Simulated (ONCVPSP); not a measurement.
**Pseudopotential generation for silver: ONCV, LDA (Perdew-Wang 92), scalar-relativistic.**

silver (Ag), optimised norm-conserving Vanderbilt (ONCV), made with ONCVPSP 4.0.1 (LDA (Perdew-Wang 92), scalar-relativistic). Core [Ar] 3d10 4s2, reference 4p6 4d10 5s1. Waves: 5s: rc 2.55 bohr, ncon 4, nbas 7, qcut 3 1/bohr, 2 projectors, debl 1.4 Ha; 4p: rc 1.42 bohr, ncon 4, nbas 7, qcut 9.3 1/bohr, 2 projectors, debl 3.2 Ha; 4d: rc 1.65 bohr, ncon 4, nbas 9, qcut 10.9 1/bohr, 2 projectors, debl 1.1 Ha. Local part: polynomial inside 1.05 bohr (lpopt 5, dvloc0 6 Ha). Core correction: Teter function, fcfact 2.5, rcfact 1.8.

(1) Estimate the cutoffs (Ha) at which the residual kinetic energy of the hardest occupied pseudo-wave falls to 1 and 0.1 mHa per electron.

(2) What does a ghost test show?

(3) Which valence shell sets the plane-wave cutoff?

(4) Tests: 4p6 4d10 5s0; 4p6 4d9 5s0; 4p6 4d8 5s0; 4p5 4d10 5s1. Which has the largest error in its energy relative to the reference configuration, and how large is it?

## Answers

(1) 34 Ha and 40 Ha.

(2) Ghosts flagged at negative energy: s at -106.6 eV; no localised positive-energy state flagged. A true bound ghost makes a file unfit for plane-wave use.

(3) 4d: 34 Ha for 1 mHa per electron, against 25 Ha for 4p.

(4) 4p5 4d10 5s1, with -115 meV (all-electron minus pseudo) on +65.35 eV.
